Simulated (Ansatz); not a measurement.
Molecule: LaF2, charge 0, multiplicity 2. The spin state was set by rule; other spins were not relaxed. 
Structure (B3LYP-D3(BJ)/def2-TZVP (Ansatz, a first-principles code) minimum search):
```xyz
3

La     0.2371     0.1567     0.0399
F     -1.2946     0.6401    -1.3577
F     -0.2073    -1.6326     1.1050
```
Charge 0, spin multiplicity 2.

Basis-set convergence of Hartree-Fock and CCSD correlation energies (hartree) with Ansatz. Cores are frozen in the correlated levels unless marked. Open shells are spin-unrestricted. Spin-orbit coupling is left out. Frozen are the shells of the preceding noble gas and the d and f shells that filled before the atom's block. Past Kr the def2 sets carry scalar-relativistic core potentials.

```json
[
 {"basis": "def2-SVP", "functions": "60", "E(HF)": "-230.00690", "E(corr, CCSD)": "-0.42390"},
 {"basis": "def2-TZVPP", "functions": "118", "E(HF)": "-230.26589", "E(corr, CCSD)": "-0.55671"},
 {"basis": "def2-QZVPP", "functions": "195", "E(HF)": "-230.27922", "E(corr, CCSD)": "-0.60469"}
]
```

Extrapolating the two largest sets (X = 3 and 4) as X^-3: E(corr) = (64·(-0.60469) - 27·(-0.55671))/37 = -0.6397 Eh, an estimate of the basis-set limit. The largest set recovers 94.5 % of it, the smallest 66.3 %.
